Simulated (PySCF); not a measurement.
C₂H₅F₂Sb, SMILES C[CH2][Sb]([F])[F].

Geometry optimised at PBE0-D3(BJ)/def2-SVP. The structure was generated by enumeration; whether it is a known compound was not checked. The def2 effective core potentials stand for the cores of Sb; spin–orbit coupling is left out. Other conformers were not sampled.

Two levels are set side by side: PBE/def2-TZVP (PySCF) and HF/def2-TZVP (PySCF). Same geometry, gas phase. Differences are taken from unrounded values.

```tsv
quantity	HF	PBE	PBE minus HF
orbital gap (eV)	11.74	4.25	-7.49
highest occupied level (eV)	-10.21	-6.43	3.78
lowest empty level (eV)	1.53	-2.18	-3.71
dipole moment (D)	3.90	3.29	-0.61
mean polarisability (bohr³)	58.3	64.0	5.6
```

PBE's occupied levels lie high since its potential decays too fast outside the molecule; exact exchange lowers them and widens the gap. Loosely held outer electrons make PBE densities more polarisable. Differences between two approximate levels are no errors against the true value.

Rough cost on one machine, each run with all the roots and properties that it gave: HF against PBE about 1/3.
